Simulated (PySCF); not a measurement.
Ru⁺ (ruthenium, charge +1) across methods

[Kr] 4d6 5s1, high-spin 6D determinant (an excited configuration). All numbers are calculated (PySCF 2.14, scalar relativity by spin-free X2C-1e, in x2c-TZVPPall (8s6p6d2f1g, 79 functions)). The B2PLYP total includes its PT2 part (frozen core); its orbital energies are those of the SCF part.

```tsv
method	E (hartree)	mean ε 4d α (eV)	mean ε 4d β (eV)	mean ε 5s α (eV)	Σ⟨r²⟩ (bohr²)	⟨S²⟩
PBEsol	-4527.21	-16.611	-13.747	-12.568	41.54	8.751
LC-wPBE	-4529.58	-21.138	-18.265	-15.285	41.38	8.751
PBE0	-4529.68	-18.404	-15.361	-13.176	41.46	8.751
r2SCAN	-4530.01	-17.074	-13.933	-12.766	41.37	8.751
LDA	-4524.95	-16.713	-13.897	-12.785	41.58	8.750
BP86	-4530.54	-16.684	-14.040	-12.677	41.55	8.751
UHF	-4527.74485	-23.041	-19.015	-14.742	41.76	8.753
PBE	-4529.60	-16.608	-13.803	-12.496	41.60	8.751
```

**Question.** Estimate the same row for B2PLYP.

**Answer.** E (hartree) = -4529.46; mean ε 4d α (eV) = -19.978; mean ε 4d β (eV) = -16.783; mean ε 5s α (eV) = -13.695; Σ⟨r²⟩ (bohr²) = 41.62; ⟨S²⟩ = 8.752.
